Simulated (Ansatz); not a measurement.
Consider the substitution at a C–Si bond: `C[SiH]1[O][Al]1[OH]` + `[SiH3][SiH2][TeH]` → `C[Te][SiH2][SiH3]` + `[OH][Al]1[O][SiH2]1`.

Isolated molecules relaxed with PBE0-D4/def2-TZVP in Ansatz; ΔE leaves out vibrations. CBS: MP2 limit from def2 TZ/QZ plus the TZ coupled-cluster correction, frozen cores. DFT in def2-TZVPP. Elements past krypton have def2 core potentials. For Te outer-core shells are correlated without core-valence functions, which leaves a few kJ/mol of doubt a bond. One conformer a species, not always the lowest.

| level | ΔE (eV) |
| --- | --- |
| ωB97M-V | 0.48 |
| r2SCAN | 0.49 |
| HF/CBS(def2) | 0.47 |
| MP2/CBS(def2) | 0.38 |

Task: What does CCSD(T)/CBS give? (Estimate.)

Result: Computed: +0.41 eV. The listed levels differ from it by 0.07, 0.08, 0.06, -0.03 eV.

Largest T1 diagnostic among the species: 0.015.

The D4 term adds −0.04 eV with B3LYP and −0.02 eV with PBE0; it sums over pairs of atoms, weighted by their polarisabilities, and B3LYP, whose exchange is more repulsive, gets the larger term. In def2-TZVPP, CCSD(T) changes the Hartree–Fock value by −0.04 eV (the triples alone add −0.02 eV) and MP2 by −0.07 eV.

B3LYP here is the variant with VWN-RPA as its local correlation; programs differ in this.
